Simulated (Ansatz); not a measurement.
Si₂NH₈F₃, closed shell: a nudged elastic band.

in.yaml

```yaml
crystal:
  periodic: [false, false, false]
  atoms:
    - {symbol: Si, position_ang: [-0.189396, -0.172006, -0.412114]}
    - {symbol: Si, position_ang: [-0.952315, -0.939653, 1.700604]}
    - {symbol: F, position_ang: [-1.130400, -1.092217, -1.349218]}
    - {symbol: F, position_ang: [1.344264, -0.652590, -0.252637]}
    - {symbol: H, position_ang: [-0.520695, 1.275743, -0.356252]}
    - {symbol: H, position_ang: [1.324199, 1.133385, -2.228355]}
    - {symbol: N, position_ang: [0.588539, 0.446993, -2.356340]}
    - {symbol: H, position_ang: [0.791843, 0.999940, 2.326801]}
    - {symbol: F, position_ang: [1.243965, 1.742754, 1.995009]}
    - {symbol: H, position_ang: [-2.373934, -0.579870, 1.968673]}
    - {symbol: H, position_ang: [-0.787866, -2.400470, 1.939299]}
    - {symbol: H, position_ang: [-0.177024, -0.280757, 2.814183]}
    - {symbol: H, position_ang: [0.978761, -0.341108, -2.861928]}
    - {symbol: H, position_ang: [-0.139939, 0.859959, -2.927826]}
basis:
  gaussian: {orbitals: def2-SVP}
hamiltonian: {xc: pbe0, dispersion: d4}
neb:
  images: 5
  climbing: true
  max_iterations: 40
  initial_path: idpp
  final_atoms:
    - {symbol: Si, position_ang: [0.035064, 0.840151, -0.702520]}
    - {symbol: Si, position_ang: [-0.914896, -1.134767, 2.726624]}
    - {symbol: F, position_ang: [-0.987602, -0.257452, -1.288801]}
    - {symbol: F, position_ang: [1.412063, 0.327566, -0.042423]}
    - {symbol: H, position_ang: [-0.691259, 1.154385, 0.547780]}
    - {symbol: H, position_ang: [1.919475, 0.934683, -2.543424]}
    - {symbol: N, position_ang: [1.067557, 0.388744, -2.477894]}
    - {symbol: H, position_ang: [0.095125, -0.134134, 3.150885]}
    - {symbol: F, position_ang: [0.015979, 2.312484, -1.354286]}
    - {symbol: H, position_ang: [-2.225547, -0.472839, 2.511706]}
    - {symbol: H, position_ang: [-0.474650, -1.796242, 1.472943]}
    - {symbol: H, position_ang: [-1.059149, -2.163549, 3.790957]}
    - {symbol: H, position_ang: [1.315281, -0.594098, -2.504593]}
    - {symbol: H, position_ang: [0.492559, 0.595168, -3.287055]}
```

Run by:

```bash
ansatz run in.yaml --threads 5 --pin off --events-out ev --progress --plain --max-ram 66560MiB --backend cpu
```

Output of Ansatz 0.2.0:

```
Functional definition: PBE0
  name "PBE0"
  cite "Adamo & Barone, J. Chem. Phys. 110, 6158 (1999) doi:10.1063/1.478522"
  cite "Perdew, Burke & Ernzerhof, Phys. Rev. Lett. 77, 3865 (1996) doi:10.1103/PhysRevLett.77.3865"
  parent pbe
  parameter a = 0.25
  parameter kappa = 0.804
  parameter beta = 0.06672455060314922
  exchange = (1 - a)*pbe_x(kappa = kappa, mu = beta*pi^2/3) + a*exact_x
  correlation = pbe_c(beta = beta)
1359 factors; integrals over basis functions are off by at most 3.6e-4 eV
mean field evaluation 1: about -25494.2720 eV, gradient 6.1e1 eV
mean field evaluation 2: about -25490.1755 eV, gradient 7.8e1 eV
mean field evaluation 4: about -25500.3521 eV, gradient 2.3e0 eV
mean field evaluation 8: about -25500.3779 eV, gradient 6.9e-2 eV
mean field evaluation 16: about -25500.3779 eV, gradient 2.1e-5 eV
mean field -25500.37786629 eV, -937.1216018094 hartree, gradient 2.1e-5 eV, S^2 0.000000; 0 other end points of the search recorded, 0 dependent functions left out
the calculation of the forces begins
reference -25500.37789517 eV, -937.1216028705 hartree; 35, 35 occupied and 97, 97 virtual orbitals, 1359 factors
1353 factors; integrals over basis functions are off by at most 8.4e-4 eV
mean field -25501.97150916 eV, -937.1801671047 hartree, gradient 1.3e-5 eV, S^2 0.000000; 0 other end points of the search recorded, 0 dependent functions left out
the calculation of the forces begins
reference -25501.97154072 eV, -937.1801682642 hartree; 35, 35 occupied and 97, 97 virtual orbitals, 1353 factors
WARN: NEB end point (image 0): max|allowed force component| = 8.212e-1 eV/Å (the criterion of neb.relax_end_points is 1.000e-2). That is over neb.f_tol: it is no minimum, so the barrier can be far off. Relax it first
WARN: NEB end point (image 6): max|allowed force component| = 6.678e-1 eV/Å (the criterion of neb.relax_end_points is 1.000e-2). That is over neb.f_tol: it is no minimum, so the barrier can be far off. Relax it first
1359 factors; integrals over basis functions are off by at most 6.9e-4 eV
mean field evaluation 32: about -25488.1750 eV, gradient 6.6e1 eV
mean field -25496.26248522 eV, -936.9703643443 hartree, gradient 3.4e-5 eV, S^2 0.000000; 0 other end points of the search recorded, 0 dependent functions left out
the calculation of the forces begins
reference -25496.26251433 eV, -936.9703654141 hartree; 35, 35 occupied and 97, 97 virtual orbitals, 1359 factors
1360 factors; integrals over basis functions are off by at most 5.3e-4 eV
mean field evaluation 64: about -25494.0352 eV, gradient 1.7e-3 eV
mean field -25494.03520919 eV, -936.8885134599 hartree, gradient 4.4e-5 eV, S^2 0.000000; 0 other end points of the search recorded, 0 dependent functions left out
the calculation of the forces begins
reference -25494.03523827 eV, -936.8885145288 hartree; 35, 35 occupied and 97, 97 virtual orbitals, 1360 factors
1354 factors; integrals over basis functions are off by at most 8.3e-4 eV
mean field -25495.06218265 eV, -936.9262540386 hartree, gradient 4.6e-5 eV, S^2 0.000000; 0 other end points of the search recorded, 0 dependent functions left out
the calculation of the forces begins
reference -25495.06221218 eV, -936.9262551237 hartree; 35, 35 occupied and 97, 97 virtual orbitals, 1354 factors
1353 factors; integrals over basis functions are off by at most 1.1e-3 eV
mean field evaluation 96: about -25493.2086 eV, gradient 4.8e1 eV
mean field -25497.50768601 eV, -937.0161246296 hartree, gradient 2.8e-5 eV, S^2 0.000000; 0 other end points of the search recorded, 0 dependent functions left out
the calculation of the forces begins
reference -25497.50771586 eV, -937.0161257265 hartree; 35, 35 occupied and 97, 97 virtual orbitals, 1353 factors
1353 factors; integrals over basis functions are off by at most 1.1e-3 eV
mean field evaluation 128: about -25500.3222 eV, gradient 4.9e-6 eV
mean field -25500.32220137 eV, -937.1195561613 hartree, gradient 4.9e-6 eV, S^2 0.000000; 0 other end points of the search recorded, 0 dependent functions left out
the calculation of the forces begins
reference -25500.32223179 eV, -937.1195572789 hartree; 35, 35 occupied and 97, 97 virtual orbitals, 1353 factors
NEB iter   1: max|band force component| = 4.407e0 eV/Å  barrier→ = 6.3252 eV  barrier← = 7.8948 eV  Δτ_max = 0.2000 Å  (207 SCF iters)
NEB iter   2: max|band force component| = 4.265e0 eV/Å  barrier→ = 4.9582 eV  barrier← = 6.5278 eV  Δτ_max = 0.2000 Å  (166 SCF iters)
NEB iter   3: max|band force component| = 3.434e0 eV/Å  barrier→ = 3.3173 eV  barrier← = 4.8870 eV  Δτ_max = 0.2000 Å  (158 SCF iters)
NEB iter   4: max|band force component| = 6.481e0 eV/Å  barrier→ = 2.4213 eV  barrier← = 3.9909 eV  Δτ_max = 0.1021 Å  (146 SCF iters)
NEB iter   5: max|band force component| = 2.304e0 eV/Å  barrier→ = 2.1511 eV  barrier← = 3.7207 eV  Δτ_max = 0.2000 Å  (140 SCF iters)
NEB iter   6: max|band force component| = 2.443e0 eV/Å  barrier→ = 1.5136 eV  barrier← = 3.0832 eV  Δτ_max = 0.1021 Å  (149 SCF iters)
NEB iter   7: max|band force component| = 1.505e0 eV/Å  barrier→ = 1.1480 eV  barrier← = 2.7177 eV  Δτ_max = 0.2000 Å  (137 SCF iters)
NEB iter   8: max|band force component| = 1.306e0 eV/Å  barrier→ = 0.4950 eV  barrier← = 2.0647 eV  Δτ_max = 0.1002 Å  (135 SCF iters)
NEB iter   9: max|band force component| = 1.511e0 eV/Å  barrier→ = 0.2899 eV  barrier← = 1.8595 eV  Δτ_max = 0.0500 Å  (136 SCF iters)
NEB iter  10: max|band force component| = 7.451e-1 eV/Å  barrier→ = 0.2512 eV  barrier← = 1.8209 eV  Δτ_max = 0.1022 Å  (136 SCF iters)
NEB iter  11: max|band force component| = 5.392e-1 eV/Å  barrier→ = 0.2227 eV  barrier← = 1.7923 eV  Δτ_max = 0.1021 Å  (138 SCF iters)
NEB iter  12: max|band force component| = 3.690e-1 eV/Å  barrier→ = 0.1520 eV  barrier← = 1.7216 eV  CI = image 1  Δτ_max = 0.1019 Å  (136 SCF iters)
NEB iter  13: max|band force component| = 9.363e-1 eV/Å  barrier→ = 0.1665 eV  barrier← = 1.7362 eV  CI = image 1  Δτ_max = 0.0501 Å  (139 SCF iters)
NEB iter  14: max|band force component| = 1.011e0 eV/Å  barrier→ = 0.1692 eV  barrier← = 1.7389 eV  CI = image 1  Δτ_max = 0.1000 Å  (137 SCF iters)
NEB iter  15: max|band force component| = 1.184e0 eV/Å  barrier→ = 0.1837 eV  barrier← = 1.7533 eV  CI = image 1  Δτ_max = 0.1998 Å  (136 SCF iters)
NEB iter  16: max|band force component| = 1.442e0 eV/Å  barrier→ = 0.2095 eV  barrier← = 1.7791 eV  CI = image 1  Δτ_max = 0.1997 Å  (135 SCF iters)
NEB iter  17: max|band force component| = 1.842e0 eV/Å  barrier→ = 0.4341 eV  barrier← = 2.0037 eV  CI = image 1  Δτ_max = 0.2000 Å  (134 SCF iters)
NEB iter  18: max|band force component| = 1.499e0 eV/Å  barrier→ = 0.5570 eV  barrier← = 2.1266 eV  CI = image 1  Δτ_max = 0.2000 Å  (135 SCF iters)
NEB iter  19: max|band force component| = 1.411e0 eV/Å  barrier→ = 0.5869 eV  barrier← = 2.1565 eV  CI = image 1  Δτ_max = 0.2000 Å  (137 SCF iters)
NEB iter  20: max|band force component| = 1.557e0 eV/Å  barrier→ = 0.7073 eV  barrier← = 2.2769 eV  CI = image 1  Δτ_max = 0.1963 Å  (131 SCF iters)
NEB iter  21: max|band force component| = 1.578e0 eV/Å  barrier→ = 0.8276 eV  barrier← = 2.3973 eV  CI = image 1  Δτ_max = 0.2000 Å  (133 SCF iters)
NEB iter  22: max|band force component| = 1.789e0 eV/Å  barrier→ = 1.0179 eV  barrier← = 2.5876 eV  CI = image 1  Δτ_max = 0.2000 Å  (132 SCF iters)
NEB iter  23: max|band force component| = 2.564e0 eV/Å  barrier→ = 1.1529 eV  barrier← = 2.7225 eV  CI = image 1  Δτ_max = 0.1004 Å  (139 SCF iters)
NEB iter  24: max|band force component| = 1.921e0 eV/Å  barrier→ = 1.0361 eV  barrier← = 2.6057 eV  CI = image 1  Δτ_max = 0.2000 Å  (135 SCF iters)
NEB iter  25: max|band force component| = 1.102e0 eV/Å  barrier→ = 0.9099 eV  barrier← = 2.4795 eV  CI = image 1  Δτ_max = 0.1991 Å  (135 SCF iters)
NEB iter  26: max|band force component| = 5.215e-1 eV/Å  barrier→ = 0.8436 eV  barrier← = 2.4132 eV  CI = image 1  Δτ_max = 0.1982 Å  (138 SCF iters)
NEB iter  27: max|band force component| = 4.438e-1 eV/Å  barrier→ = 0.8221 eV  barrier← = 2.3917 eV  CI = image 1  Δτ_max = 0.0994 Å  (137 SCF iters)
NEB iter  28: max|band force component| = 3.668e-1 eV/Å  barrier→ = 0.8101 eV  barrier← = 2.3797 eV  CI = image 1  Δτ_max = 0.1000 Å  (135 SCF iters)
NEB iter  29: max|band force component| = 2.797e-1 eV/Å  barrier→ = 0.8182 eV  barrier← = 2.3879 eV  CI = image 1  Δτ_max = 0.1993 Å  (136 SCF iters)
NEB iter  30: max|band force component| = 3.312e-1 eV/Å  barrier→ = 0.8442 eV  barrier← = 2.4138 eV  CI = image 1  Δτ_max = 0.1990 Å  (132 SCF iters)
NEB iter  31: max|band force component| = 6.115e-1 eV/Å  barrier→ = 0.8981 eV  barrier← = 2.4677 eV  CI = image 1  Δτ_max = 0.1001 Å  (133 SCF iters)
NEB iter  32: max|band force component| = 6.232e-1 eV/Å  barrier→ = 0.8874 eV  barrier← = 2.4570 eV  CI = image 1  Δτ_max = 0.1995 Å  (136 SCF iters)
NEB iter  33: max|band force component| = 6.513e-1 eV/Å  barrier→ = 0.9168 eV  barrier← = 2.4865 eV  CI = image 1  Δτ_max = 0.1994 Å  (133 SCF iters)
NEB iter  34: max|band force component| = 9.258e-1 eV/Å  barrier→ = 0.9661 eV  barrier← = 2.5357 eV  CI = image 1  Δτ_max = 0.1965 Å  (134 SCF iters)
NEB iter  35: max|band force component| = 5.896e-1 eV/Å  barrier→ = 0.9440 eV  barrier← = 2.5136 eV  CI = image 1  Δτ_max = 0.1998 Å  (133 SCF iters)
NEB iter  36: max|band force component| = 5.796e-1 eV/Å  barrier→ = 0.9549 eV  barrier← = 2.5246 eV  CI = image 1  Δτ_max = 0.1995 Å  (134 SCF iters)
NEB iter  37: max|band force component| = 6.736e-1 eV/Å  barrier→ = 0.9630 eV  barrier← = 2.5326 eV  CI = image 1  Δτ_max = 0.1980 Å  (132 SCF iters)
NEB iter  38: max|band force component| = 1.270e0 eV/Å  barrier→ = 1.0814 eV  barrier← = 2.6510 eV  CI = image 1  Δτ_max = 0.1002 Å  (131 SCF iters)
NEB iter  39: max|band force component| = 1.174e0 eV/Å  barrier→ = 1.0679 eV  barrier← = 2.6375 eV  CI = image 1  Δτ_max = 0.2000 Å  (132 SCF iters)
NEB iter  40: max|band force component| = 1.211e0 eV/Å  barrier→ = 1.0905 eV  barrier← = 2.6602 eV  CI = image 1  Δτ_max = 0.2000 Å  (131 SCF iters)
Error: NEB band did not converge after 40 iterations: max|band force component| = 1.21e0 eV/Å (threshold 5.0e-2); raise `neb.max_iterations` in a new run, which can start from the last band evaluated (`neb.initial_path`, with `crystal.atoms` and `neb.final_atoms` set to its first and last images), add images, or start from endpoints closer to local minima. Where this run's directory can be resumed (`checkpoint.write`), a resume goes on for up to `neb.max_iterations` more; to start a new run from the last band, take its images' positions from the `neb_iteration` event of iteration 40 (`data.images[].positions_ang`), in the event stream of the run that computed that iteration (not this run's, if it was resumed behind it). With `checkpoint.write`, `steps/00-neb/state/checkpoint.json` in the run directory holds the last saved band, under `neb.evaluated.images[].positions_ang` (a band under a hybrid functional on support functions is neither saved nor resumed: `neb.initial_path` says where its path is): check the last entry of `neb.iterations` there, which is earlier than 40 if that iteration was not saved or its write failed. If the band's step has no `state` directory and holds `state.next`, a write was cut short, and the file is under `state.next` instead (behind a loss of power it can be under `state.prev`)
a run's events are kept only if it was started with --events-out <file>, and are in that file

[the SCF lines of later steps are left out]
```

The run took 6.2 min on 5 CPU threads of an AMD EPYC 7R13 (shared host), with 0.69 GiB of host memory at its peak.


The run did not converge within its limit.